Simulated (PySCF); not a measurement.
HfOBr₂, SMILES [O]=[Hf]([Br])[Br], multiplicity 1.

Geometry optimised at B3LYP-D3(BJ)/def2-SVP. The multiplicity is an assumed one; other spin states were not compared. The def2 effective core potentials stand for the cores of Hf; spin–orbit coupling is left out.

Two levels are set side by side: PBE/def2-TZVPD (PySCF) and HF/def2-TZVPD (PySCF). Same geometry, gas phase. Differences are taken from unrounded values.

| quantity | HF |
|---|---|
| orbital gap (eV) | 10.35 |
| highest occupied level (eV) | -11.51 |
| lowest empty level (eV) | -1.16 |
| dipole moment (D) | 4.99 |
| mean polarisability (bohr³) | 76.0 |

What does PBE give, and how far is it from HF? (An estimate is asked for; the answer gives what the named calculation found.)


| quantity | PBE | PBE minus HF |
|---|---|---|
| orbital gap (eV) | 2.87 | -7.49 |
| highest occupied level (eV) | -7.19 | 4.32 |
| lowest empty level (eV) | -4.32 | -3.16 |
| dipole moment (D) | 4.02 | -0.98 |
| mean polarisability (bohr³) | 89.6 | 13.6 |

PBE's occupied levels lie high since its potential decays too fast outside the molecule; exact exchange lowers them and widens the gap. Loosely held outer electrons make PBE densities more polarisable. Differences between two approximate levels are no errors against the true value.

Rough cost on one machine, each run with all the roots and properties that it gave: HF against PBE about 1/3.
